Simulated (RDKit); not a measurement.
Job for RDKit: UFF on CH6OSn (SMILES [CH3][SnH2][OH]), a point of a torsion scan.

```python
from rdkit import Chem
from rdkit.Chem import AllChem, rdDetermineBonds

blocks = [
'''9

C    -1.41402521    0.34642830    0.07255566
Sn    0.57795732   -0.41601854   -0.12672225
O     0.77577843   -0.51433468   -2.07814036
H    -2.03841818   -0.13243058   -0.67317872
H    -1.41157564    1.41623077   -0.10642123
H    -1.81363505    0.15064343    1.06073693
H     1.83281116    0.56280052    0.44938916
H     0.85490472   -1.97533616    0.46857325
H     1.61912288   -0.79289087   -2.42629246
''',
]
mol = None
for b in blocks:
    f = Chem.MolFromXYZBlock(b)
    rdDetermineBonds.DetermineBonds(f, charge=0)
    mol = f if mol is None else Chem.CombineMols(mol, f)
Chem.SanitizeMol(mol)
print(Chem.MolToSmiles(Chem.RemoveHs(mol)))
ff = AllChem.UFFGetMoleculeForceField(mol, vdwThresh=100.0, ignoreInterfragInteractions=False)
e = ff.CalcEnergy()
print(f'UFF energy {e:.6f} kcal/mol')
```

It printed:

```
[CH3][SnH2][OH]
UFF energy 6.762396 kcal/mol
```

The run finished.

Cost: about 0.020 core-seconds (a rough figure).
